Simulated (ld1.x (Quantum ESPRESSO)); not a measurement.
# Which change was made? (As, PAW)

arsenic, PAW, made with ld1.x (Quantum ESPRESSO) 7.5 (PBE, scalar-relativistic). Core [Ar], reference 3d10 4s2 4p3. Waves: 4s (bound): rcut 1.30, rcutus 1.80 bohr; 4s channel at 4.05 Ry: rcut 1.30, rcutus 1.80 bohr; 4p (bound): rcut 1.85, rcutus 2.30 bohr; 4p channel at 1.3 Ry: rcut 1.85, rcutus 2.30 bohr; 3d (bound): rcut 1.05, rcutus 1.35 bohr; 3d channel at -1.55 Ry: rcut 1.05, rcutus 1.35 bohr. Local part: all-electron potential smoothed inside 1.75 bohr (lloc = -1). Core correction: Bessel-smoothed model core, default radius (core density twice the valence density). Augmentation charge: PSQ, inside the norm-conserving radii.

Cutoffs, loose and tight: the cutoffs (Ry, on a coarse ladder) from which the occupation-weighted sum of valence levels, in a spherical-Bessel basis at the reference potential, stays within 10 and 1 mRy of its value at 400 Ry. They do not see the model core or the augmentation charge, which bear on the density cutoff. Test errors are all-electron minus pseudo excitation energies from the reference, over the configurations 3d10 4s2 4p2; 3d10 4s2 4p1; 3d10 4s2 4p0; 3d10 4s2 4p2.5; 3d10 4s1 4p4; 3d9 4s2 4p3; 3d10 4s2 4p3.3; variants that change the core or the reference have their own tests. The largest error is taken over the tests solved by every variant that gives reliable tests at all, those not shown here included: 3d10 4s1 4p4; 3d10 4s2 4p1; 3d10 4s2 4p2; 3d10 4s2 4p2.5; 3d10 4s2 4p3.3.

The base gives: outcome: generated; cutoff, loose: 70 Ry; cutoff, tight: 120 Ry; bound ghosts: none; largest test error (meV): -3.8.

Problem. After one change the result is: outcome: generated; cutoff, loose: 160 Ry; cutoff, tight: 260 Ry; bound ghosts: none; largest test error (meV): -3.8. Which change was it?
A. all radii but the core radius scaled by about 0.94 (s 1.70, p 2.16, d 1.28 bohr, rcut 1.22/1.74/0.98); local potential all-electron potential smoothed inside 1.64 bohr (lloc = -1)
B. waves 4p (bound): rcut 1.32, rcutus 1.40 bohr; 4p channel at 1.3 Ry: rcut 1.32, rcutus 1.40 bohr
C. waves 3d (bound): rcut 0.98, rcutus 1.04 bohr; 3d channel at -1.55 Ry: rcut 0.98, rcutus 1.04 bohr

Solution. C. The others give: all radii but the core radius scaled by about 0.94 (s 1.70, p 2.16, d 1.28 bohr, rcut 1.22/1.74/0.98); local potential all-electron potential smoothed inside 1.64 bohr (lloc = -1) → outcome: generated; cutoff, loose: 90 Ry; cutoff, tight: 140 Ry; bound ghosts: none; largest test error (meV): -3.9 | waves 4p (bound): rcut 1.32, rcutus 1.40 bohr; 4p channel at 1.3 Ry: rcut 1.32, rcutus 1.40 bohr → outcome: generated; cutoff, loose: 70 Ry; cutoff, tight: 120 Ry; bound ghosts: p; largest test error (meV): -4.3.
